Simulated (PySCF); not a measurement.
Static response to an electric field

Species: cyclo-(SiH2)6.
Structure used (PBE0-D3(BJ)/def2-SVP), in Å, numbered top down from 1:
```
atom  x, y, z in Å
Si1    1.2392   -0.7507   -1.6997
H2     2.0360   -1.7902   -2.4260
H3     1.2255    0.5011   -2.5225
Si4   -0.9720   -1.4712   -1.3742
H5    -0.9687   -2.6434   -0.4415
H6    -1.5947   -1.8937   -2.6688
Si7   -2.1911    0.2747   -0.3869
H8    -2.0920    1.4918   -1.2544
H9    -3.6352   -0.0959   -0.2467
Si10  -1.2449    0.7544    1.7075
H11   -2.0420    1.7951    2.4312
H12   -1.2327   -0.4963    2.5320
Si13   0.9670    1.4729    1.3831
H14    0.9629    2.6458    0.4509
H15    1.5908    1.8948    2.6773
Si16   2.1845   -0.2740    0.3956
H17    3.6298    0.0924    0.2573
H18    2.0814   -1.4906    1.2634
```

Level: B3LYP/def2-SVPD (PySCF), static field, nuclei fixed, core orbitals frozen in the response. The polarisability tensor in these axes (au):

```
x   200.14  -0.87   0.63
y    -0.87 163.20  26.55
z     0.63  26.55 180.99
```

**Question.** Diagonalise the tensor; give its mean and Δα, where Δα² is half the sum of the squared differences of the eigenvalues.

**Answer.** Principal values 144.07, 200.10 and 200.16 au; mean 181.44 au = 26.89 Å³ = 29.92 × 10⁻⁴⁰ C²·m²/J; Δα = 56.06 au (31 % of the mean).

**Question.** What is the dipole moment?

**Answer.** 0.00 D; point group D3d allows none.

**Question.** What would n − 1 = 2πNα be for an ideal gas of these molecules at 350 K and 1 atm, electronic part alone?

**Answer.** N = p/kT = 2.0968 × 10¹⁹ cm⁻³, so n − 1 = 2π × N × 26.89 × 10⁻²⁴ cm³ = 3542 × 10⁻⁶ at long wavelengths, for an ideal gas.

**Question.** Molar refractivity from α?

**Answer.** Lorentz–Lorenz: R = (4π/3)N_A α = 2.5225 cm³/(mol·Å³) × 26.89 Å³ = 67.8 cm³/mol, in the limit of long wavelengths.

**Question.** Sum over states: ᾱ = Σ f/ω², ω in Eh. What share falls to these 10 lowest TDDFT singlets (eV, f)? 5.85, 0.0000; 5.96, 0.0000; 6.00, 0.0000; 6.00, 0.0000; 6.28, 0.0264; 6.28, 0.0264; 6.42, 0.0001; 6.45, 0.0223; 6.45, 0.0212; 6.46, 0.0003.

**Answer.** They add up to 1.77 au, 1.0 % of the 181.44 au; the largest single term is 0.50 au, from the state at 6.28 eV. Terms in order: 0.00, 0.00, 0.00, 0.00, 0.50, 0.49, 0.00, 0.40, 0.38, 0.00 au. Higher excitations give the rest. The strengths listed sum to 0.097.

Geometry: PBE0-D3(BJ)/def2-SVP, one conformer, isolated molecule.
